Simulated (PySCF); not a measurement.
Tetrasilane, Si₄H₁₀.
Bonds: Si1–Si2, Si2–Si3, Si3–Si4. Hydrogens: H5, H6, H7 on Si1; H8, H9 on Si2; H10, H11 on Si3; H12, H13, H14 on Si4.

Method: PySCF, PBE0-D3(BJ)/def2-SVP geometry optimisation, gas phase; density fitting, grid level 1; the optimiser is geomeTRIC in internal coordinates, started from a GFN2-xTB structure with every atom displaced at random (about 0.01 Å).

Step 0: E = -31649.7399 eV
```
atom  x, y, z in Å  |  force x, y, z in eV/Å
Si1     2.1704    0.9690    0.8899   -0.778   0.603  -0.087
Si2     1.2703   -0.8741   -0.1709   -0.038  -0.063  -0.281
Si3    -1.0179   -1.2183    0.1736    0.470  -0.184   0.626
Si4    -2.3236    0.5518   -0.4395   -1.189   0.258  -0.080
H5      3.5726    1.2182    0.6310    0.952  -0.095  -0.269
H6      1.9853    0.9234    2.3382   -0.091  -0.205   0.692
H7      1.4660    2.2106    0.4564   -0.157   0.046  -0.143
H8      1.5288   -0.7543   -1.6241   -0.033   0.165  -0.363
H9      2.0577   -2.0550    0.2194    0.131  -0.465   0.283
H10    -1.2125   -1.5158    1.6199   -0.018   0.164   0.246
H11    -1.4639   -2.4527   -0.4695   -0.133  -0.508  -0.530
H12    -1.9812    1.7724    0.2905    0.331   0.473   0.367
H13    -2.2579    0.8662   -1.8728    0.240   0.008  -0.535
H14    -3.8010    0.3436   -0.1792    0.314  -0.197   0.072
```

Question: Estimate the geometry and energy of step 1. (The exact step hangs on the optimiser's Hessian estimate; all steps are aligned on step 0, rigid shifts and turns removed.)

Answer: E = -31649.9412 eV, largest force 0.115 eV/Å
```
atom  x, y, z in Å  |  force x, y, z in eV/Å
Si1     2.0532    1.0086    0.8821    0.076   0.008  -0.003
Si2     1.2919   -0.9114   -0.2186    0.028  -0.085  -0.006
Si3    -0.9875   -1.2375    0.2088    0.011  -0.092  -0.030
Si4    -2.2751    0.6150   -0.4241   -0.040  -0.091   0.058
H5      3.5114    1.2019    0.6010   -0.036   0.038   0.049
H6      1.8379    0.8902    2.3570    0.018  -0.017   0.000
H7      1.2983    2.2035    0.3943   -0.003   0.004  -0.024
H8      1.5322   -0.7524   -1.6883   -0.061   0.028  -0.015
H9      2.0605   -2.1194    0.2265    0.008   0.047   0.037
H10    -1.1898   -1.4641    1.6755    0.041   0.021   0.025
H11    -1.4543   -2.4725   -0.5022   -0.036   0.053  -0.017
H12    -1.8468    1.8261    0.3411    0.003  -0.004   0.001
H13    -2.1339    0.8873   -1.8849   -0.003   0.010  -0.034
H14    -3.7052    0.3097   -0.1054   -0.007   0.080  -0.040
```

The energy changes by -0.2013 eV. The first-order estimate −F·Δx gives -0.4180 eV and the mean of the old and new forces, exact on a quadratic surface, -0.2012 eV. The step makes an angle of 66° with the force vector and moves no atom by more than 0.179 Å.

The cost below is that of the whole optimisation. On one thread, Arm Neoverse V1 (aarch64), shared host, this took 42 s and 0.51 GiB of memory at its peak.
